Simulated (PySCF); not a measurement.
These 2 structures share the formula C3H8BN. The calculation used PBE0-D3(BJ)/def2-SVP geometry optimisation, gas phase in PySCF 2.14.0. One conformer each; no zero-point energy, no entropy. No frequencies were run at this level. Point groups hold within 0.08 Å.

Question: Rank from lowest to highest electronic energy at this level (kcal/mol).
A. `[CH2:1]=[CH:2][BH:3][NH:4][CH3:5]` with C1–C2–B3–N4 35°, C2–B3–N4–C5 -178°
B. `C=NB(C)C`

Answer: B (0.0), A (8.3).

As drawn, the lower has a C=N bond, which the higher lacks; the higher has an N–H bond and a C=C bond outside aromatic rings, which the lower lacks.

| SMILES | E (Eh) | E rel (kcal/mol) | dipole (D) | point group | A, B, C (MHz) |
| --- | --- | --- | --- | --- | --- |
| C=NB(C)C | -198.37660 | 0.0 | 1.30 | – | 7280, 3561, 2508 |
| C=CBNC | -198.36344 | 8.3 | 1.81 | C1 | 16609, 2447, 2194 |

How do the relative energies change in single points at B3LYP/def2-SVPD (no added dispersion term) on the same geometries?

| SMILES | PBE0-D3(BJ)/def2-SVP (kcal/mol) | B3LYP/def2-SVPD (kcal/mol) | shift |
| --- | --- | --- | --- |
| C=NB(C)C | 0.0 | 0.0 | 0.0 |
| C=CBNC | 8.3 | 6.4 | -1.9 |

Each column counts from its own lowest isomer. The order is unchanged; the largest shift is 1.9 kcal/mol.
